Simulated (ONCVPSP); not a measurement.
# What the settings do to the ONCV potential of Ir

Base potential:

```
Element                 : iridium (Ir)
Generator               : ONCVPSP 4.0.1
Type                    : optimised norm-conserving Vanderbilt (ONCV)
Functional              : PBEsol
Relativity              : fully relativistic
Frozen core             : [Kr] 4d10 4f14
Valence charge          : 17
Reference configuration : 5s2 5p6 5d7 6s1.5 (charge +0.5)
Partial waves           : 5s+6s: rc 1.70 bohr, ncon 4, nbas 8, qcut 6.3 1/bohr, 2 projectors; 5p: rc 1.25 bohr, ncon 3, nbas 8, qcut 7.4 1/bohr, 1 projector; 5d: rc 2.50 bohr, ncon 3, nbas 8, qcut 6.5 1/bohr, 2 projectors, debl 2.8 Ha
Local potential         : polynomial inside 0.95 bohr (lpopt 3, dvloc0 0 Ha)
Core correction         : Teter function, fcfact 4, rcfact 1.8
```

Open shells are filled in proportion to 2j + 1.

Cutoffs, loose and tight: the cutoffs (Ha) at which the residual kinetic energy of the hardest occupied pseudo-wave falls to 1 and 0.1 mHa per electron. They do not see the model core or the augmentation charge, which bear on the density cutoff. Test errors are all-electron minus pseudo excitation energies from the reference, over the configurations 5s2 5p6 5d7 6s2; 5s2 5p6 5d7 6s1; 5s2 5p6 5d7 6s0; 5s2 5p6 5d6 6s2 6p1. A dash means not determined; rows that change the core or the reference have their own tests.

| change | outcome | cutoff, loose | cutoff, tight | bound ghosts | GHOST(+) flags above zero | largest test error (meV) |
| --- | --- | --- | --- | --- | --- | --- |
| base | generated | 27 Ha | 138 Ha | none | s | +147 |
| core correction Teter function, fcfact 5.9, rcfact 1.8 | generated | 27 Ha | 138 Ha | none | s | +142 |
| d: ncon 4, nbas 9 | generated | 27 Ha | 138 Ha | none | s | +143 |
| local potential polynomial inside 0.95 bohr (lpopt 3, dvloc0 6 Ha) | generated | 27 Ha | 138 Ha | none | s | +110 |
| functional PBE | generated | 27 Ha | 138 Ha | none | s | +140 |
| all radii but the core radius scaled by about 1.20 (s 2.04, p 1.50, d 2.98 bohr); local potential polynomial inside 1.14 bohr (lpopt 3, dvloc0 0 Ha) | generated | 19 Ha | 25 Ha | none | none | +186 |
| d: rc 2.52 | generated | 27 Ha | 138 Ha | none | s | +148 |
| p: qcut 7.7 | generated | 27 Ha | 129 Ha | none | s | +138 |
